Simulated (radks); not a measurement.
Results of a calculation; reference values are marked as such.
The mean radii <r> (bohr) of the occupied orbitals of an atom or ion are listed with their occupations. Code: a radial shooting solver on a logarithmic mesh with Libxc functionals. Model: scalar-relativistic Kohn-Sham, SCAN, spin-polarised, spherical densities, finite nucleus; meta-GGA in the generalised Kohn-Sham scheme; Fermi nuclear charge, rms radius of each element as measured or else 0.836 A^(1/3) + 0.57 fm.

| orbital | occ. | <r> |
|---|---|---|
| 1s up | 1 | 0.02507 |
| 1s down | 1 | 0.02507 |
| 2s up | 1 | 0.1074 |
| 2s down | 1 | 0.1073 |
| 2p up | 3 | 0.09422 |
| 2p down | 3 | 0.09421 |
| 3s up | 1 | 0.2838 |
| 3s down | 1 | 0.2837 |
| 3p up | 3 | 0.2819 |
| 3p down | 3 | 0.2818 |
| 3d up | 5 | 0.2586 |
| 3d down | 5 | 0.2585 |
| 4s up | 1 | 0.6328 |
| 4s down | 1 | 0.6334 |
| 4p up | 3 | 0.6606 |
| 4p down | 3 | 0.6616 |
| 4d up | 5 | 0.6984 |
| 4d down | 1 | 0.7003 |

Name the element and its charge. Open shells, if any, are filled with parallel spins first.

Answer. Z = 57, lanthanum, charge +15: La15+ in [Kr] 4d6. The 1s radius gives Z: for a bare nucleus <r> = (2 gamma + 1)/(2Z) with gamma = sqrt(1 - (Z/c)^2), 0.02473 bohr for Z = 57, and screening makes it slightly larger (0.02507 here). The occupations add up to 42, and the charge is Z minus that.
